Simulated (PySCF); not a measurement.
**Spinor energies of Tl⁶⁴⁺ (thallium, charge +64)**

Start: [Ne] 3s2 3p5; 3p1/2 filled at m_j = -1/2, +1/2; 3p3/2 filled at m_j = -1/2, +1/2, +3/2. Calculated with PySCF 2.14 in an even-tempered Gaussian basis (17 s from 21 bohr⁻², ratio 2.4; 14 p from 28 bohr⁻², ratio 2.4; 4 d from 98 bohr⁻², ratio 2.6; 4 f from 150 bohr⁻², ratio 2.6): generalised Hartree-Fock with the X2C-1e Hamiltonian and a Gaussian nucleus; one run each with spin-orbit coupling (SO) switched off, then screened by Boettger's factors.

```
spinor shell  electrons  ε, spin-free (eV)  ε, screened SO (eV)  weight of nominal j (screened SO)  rms radius, screened SO (bohr)
       1s1/2          2           -91208.9             -91170.0                              1.000                          0.0184
       2s1/2          2           -20479.7             -20466.5                              1.000                          0.0734
       2p1/2          2           -18350.3             -19870.8                              1.000                          0.0620
       3s1/2          2            -8079.2              -8074.7                              1.000                           0.178
       3p1/2          2            -7447.9              -7840.6                              1.000                           0.168
       3p3/2          3            -7447.9              -7290.8                              1.000                           0.181
```

**Question.** Where does 2p3/2 lie, and what is the 2p spin-orbit splitting (screened SO)?

**Answer.** At -17757.3 eV, 2113.5 eV above 2p1/2.

```
   quantity     spin-free   screened SO
E (hartree)  -15591.43028  -15630.80509
        M_J           3/2           3/2
       ⟨J²⟩         3.750         3.750
       ⟨L²⟩         2.000         2.069
       ⟨S²⟩         0.750         0.819
```

Each row is a mean over spinors that exchange with the open shell spreads, by up to 31.572 eV (3s1/2).

Breit and QED terms are absent; they matter most for the inner s and p1/2 levels.

Densities and radii are taken from the X2C orbitals without a picture-change correction, which distorts them close to the nucleus.

Without spin-orbit coupling the j labels of p, d and f shells carry no meaning; the spin-free column gives the mean over the occupied spinors of each nl shell.
